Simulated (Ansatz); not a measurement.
Reactions of C₃H₅AlF₂ (`[CH3][Al]1[CH2][C]1(F)F`).

Computed with Ansatz on PBE0-D4/def2-TZVP structures; ΔE is electronic, products minus reactants. CBS: MP2 limit from def2 TZ/QZ plus the TZ coupled-cluster correction, frozen cores. This one scheme is used for every species, atoms too. Functionals use def2-TZVPP. Open shells (•) are unrestricted, without spin–orbit coupling. Spin–orbit coupling would lower the free atoms: a little for Al, C, F. One conformer a species, not always the lowest.

```tsv
reaction	CCSD(T)/CBS(def2) (kJ/mol)
`[CH3][Al]1[CH2][C]1(F)F` → `C[CH]1[AlH][C]1(F)F`	53
`[CH3][Al]1[CH2][C]1(F)F` → `C=C[CH2][Al]([F])[F]`	?
`[CH3][Al]1[CH2][C]1(F)F` → `[F][Al]([F])[CH]1CC1`	-538
`[CH3][Al]1[CH2][C]1(F)F` → Al• + 3 C• + 2 F• + 5 H•	4068
```

(1) Fill in the missing values. (An estimate is asked.)

Largest T1 diagnostic: 0.018, for Al•.

Answers

(1) Ansatz gave: `[CH3][Al]1[CH2][C]1(F)F` → `C=C[CH2][Al]([F])[F]`: -559.6 kJ/mol.
